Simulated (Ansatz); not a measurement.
Ansatz (a program for electronic structure) input:

Ansatz 0.2 input:
```yaml
crystal:
  periodic: [false, false, false]
  atoms:
    - {symbol: Mo, position_ang: [0.10434019, -0.33647491, 0.07782385]}
    - {symbol: O, position_ang: [1.77489818, -0.50911128, -0.07707469]}
    - {symbol: O, position_ang: [-0.42476405, -0.80091449, 1.61043777]}
    - {symbol: Cl, position_ang: [-0.89313888, 1.44777367, -0.91385331]}
basis:
  gaussian:
    orbitals: def2-TZVP
hamiltonian:
  xc: b3lyp
  dispersion: d3bj
magnetization: {spin_polarized: true, initial_magnetization: 1}
phonons: {temperatures: {t_min: 298.15, t_max: 298.15, t_step: 100}}
```

Question: Which total energy does the run end on?

Answer: -679.09356 Eh (B3LYP-D3(BJ)/def2-TZVP). The basis has 139 functions.

The spin state was set by rule; other spins were not relaxed.
